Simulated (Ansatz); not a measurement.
Saddle point of Si2NH9S, singlet (SiNH₅S ([NH2][SiH2][SH]) + SiH₄ → Si₂NH₇ ([NH2][SiH2][SiH3]) + H₂S; bonds formed: Si1–Si7, S2–H6; bonds broken: Si1–S2, H6–Si7), PBE0-D4/def2-TZVP structure:

| atom | x (Å) | y (Å) | z (Å) |
| --- | --- | --- | --- |
| Si1 | -0.7494 | 0.2404 | 0.6770 |
| S2 | 0.9551 | -0.1626 | 2.5303 |
| H3 | -1.3874 | -0.9168 | 1.3333 |
| H4 | -0.6139 | 1.6696 | 1.0161 |
| N5 | -1.7324 | 0.3795 | -0.7388 |
| H6 | 0.8788 | -0.3370 | 0.7047 |
| Si7 | 1.0584 | -0.5657 | -1.0301 |
| H8 | 1.6943 | 0.9415 | 2.3334 |
| H9 | -2.1872 | -0.4065 | -1.1753 |
| H10 | -1.7344 | 1.1970 | -1.3274 |
| H11 | 0.2913 | -1.6759 | -1.6452 |
| H12 | 1.0674 | 0.6451 | -1.8880 |
| H13 | 2.4594 | -1.0085 | -0.7901 |

Energies are electronic, without zero-point energy. Barriers and step energies count from the start structure reached by relaxing down the imaginary mode; all methods use the PBE0-D4 structures, on which another method's saddle can fall below an end. Program: Ansatz 0.2.0. Basis: def2-TZVPP, with def2-QZVPP for the basis limit. Cores are frozen in the correlated methods. B3LYP uses VWN-RPA correlation. Extrapolation: Hartree–Fock as exp(−7.88 √X), correlation as X^−2.97.

| method | barrier (eV) | step energy (eV) |
| --- | --- | --- |
| SPW92 | 1.828 | 0.688 |
| PBE-D4 | ? | 0.687 |
| BLYP-D4 | 2.370 | 0.758 |
| r2SCAN-D4 | 2.328 | 0.780 |
| B97M-V | 2.505 | 0.742 |
| PBE0-D4 | 2.358 | 0.729 |
| B3LYP-D4 | 2.569 | 0.785 |
| r2SCAN0-D4 | 2.504 | 0.800 |
| BHLYP-D4 | 2.876 | 0.832 |
| CAM-B3LYP-D4 | 2.752 | 0.804 |
| wB97X-V | 2.742 | 0.781 |
| wB97M-V | ? | 0.834 |
| B2PLYP | 2.694 | 0.812 |
| PBE-QIDH | 2.595 | 0.800 |
| RPA on PBE | ? | 0.755 |
| HF | 3.582 | 0.881 |
| MP2 | 2.680 | 0.878 |
| CCSD | 2.873 | 0.782 |
| CCSD(T) | 2.717 | 0.781 |

(1) Fill in the withheld barriers. (Judge from chemistry; the value comes from the calculation.)

T1 diagnostic: at most 0.014.

Answers

(1) By the calculation: PBE-D4 2.096; RPA on PBE 2.701; wB97M-V 2.676 eV. Each is the energy of the saddle less that of the start structure, by the same method.

For comparison, the barrier by CCSD(T) at an estimated basis limit (MP2 extrapolated from triple and quadruple zeta, plus CCSD(T) − MP2 in triple zeta) is 2.654 eV.

Labels in which every atom is bracketed show which atoms are joined, not bond orders.

For scale, one of the runs: CCSD(T)/def2-TZVPP, 283 basis functions, launched by `ansatz run in.yaml --threads 8 --pin off --events-out ev --progress --plain --max-ram 19148MiB`. Time: 74 s of wall clock on 8 CPU threads of an AMD EPYC 7R43; the host was shared. Peak host memory: 7.6 GiB.
